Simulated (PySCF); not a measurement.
Computed IR spectrum (relative IR intensity) of a molecule C5H4F2O. Geometry: ωB97X-D3(BJ)/def2-SVP. Other conformers were not sampled. Level of theory: ωB97X-D3(BJ)/def2-SVP in PySCF. Frequencies are harmonic and unscaled.

Lines under 2 % of the strongest are left out, and lines within 2 cm⁻¹ are merged.

ν (cm⁻¹): 170 (vw), 344 (vw), 564 (w), 618 (vw), 721 (vw), 834 (vw), 887 (w), 932 (w), 976 (vw), 1067 (vw), 1141 (m), 1164 (m), 1206 (w), 1236 (vw), 1313 (w), 1400 (w), 1424 (s), 1463 (w), 1757 (vs), 1915 (vs), 3095 (w) (against the strongest line: vs over 80 %, s over 45 %, m over 15 %, w over 4 %, vw less)

**Question.** Pick the molecule that these values belong to.
A. O=C1C=C(F)C[C@H]1F
B. FC1=CCC=C(F)O1
C. F/C=C/C1=C(F)CO1
D. FC1(F)C=CC=CO1

**Answer.** A, O=C1C=C(F)C[C@H]1F
